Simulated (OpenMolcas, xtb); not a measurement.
# AlGeNH4O (SMILES [NH2][GeH]1[O][AlH]1): the vertical ionisation energy, rung by rung

AlGeNH4O: 8 atoms, total charge 0, spin state singlet. SMILES: `[NH2][GeH]1[O][AlH]1`. Geometry: relaxed at PBE0-D4/def2-TZVP. This is one conformer, not always the lowest.

Quantity: the vertical ionisation energy (to the doublet cation), in eV. The values are calculated.

| level | kind | program | value (eV) | less CCSD(T)/6-31G* |
| --- | --- | --- | --- | --- |
| GFN1-xTB | semi-empirical | xtb | 12.91 | +4.94 |
| HF/6-31G* (spherical functions) | Hartree–Fock | OpenMolcas | 7.40 | -0.57 |
| SVWN5/6-31G* (spherical functions) | LDA | OpenMolcas | 8.15 | +0.18 |
| revPBE/6-31G* (spherical functions) | GGA | OpenMolcas | 7.94 | -0.03 |
| M06-L/6-31G* (spherical functions) | meta-GGA | OpenMolcas | 8.02 | +0.05 |
| B3LYP/6-31G* (spherical functions) | global hybrid | OpenMolcas | 8.18 | +0.21 |
| CCSD(T)/6-31G* (spherical functions), open shells restricted | coupled cluster or CI | OpenMolcas | 7.97 | 0.00 |

Differences are taken from CCSD(T)/6-31G* (spherical functions), open shells restricted for orientation; it has basis-set and higher-order errors of its own. All-electron rows without a relativistic Hamiltonian named are non-relativistic. The values span 7.40 to 12.91 eV. The xTB values lack the empirical shift that such differences need. In the correlated wave-function rows the outer d shell of Ge is correlated, in sets not made for it.
